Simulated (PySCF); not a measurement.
H5Sb, SMILES [SbH5].

Geometry: r2SCAN-D4/def2-TZVP. The def2 effective core potentials stand for the cores of Sb; spin–orbit coupling is left out.

Two levels are set side by side: PBE/def2-TZVPD (PySCF) and CAM-B3LYP/def2-TZVPD (PySCF). Same geometry, gas phase. Differences are taken from unrounded values.

| quantity | CAM-B3LYP |
|---|---|
| orbital gap (eV) | 7.33 |
| highest occupied level (eV) | -7.61 |
| lowest empty level (eV) | -0.28 |
| mean polarisability (bohr³) | 51.2 |

Task: What does PBE give, and how far is it from CAM-B3LYP? (The exact figures need the calculation; the answer reports its results.)

Result: 
```
quantity                       PBE  PBE minus CAM-B3LYP
---------------------------  -----  -------------------
orbital gap (eV)              3.53                -3.80
highest occupied level (eV)  -5.34                 2.27
lowest empty level (eV)      -1.81                -1.53
mean polarisability (bohr³)   52.9                  1.6
```

PBE's occupied levels lie high since its potential decays too fast outside the molecule; exact exchange lowers them and widens the gap. Loosely held outer electrons make PBE densities more polarisable. Differences between two approximate levels are no errors against the true value.

Rough cost on one machine, each run with all the roots and properties that it gave: CAM-B3LYP against PBE within a factor of 2.
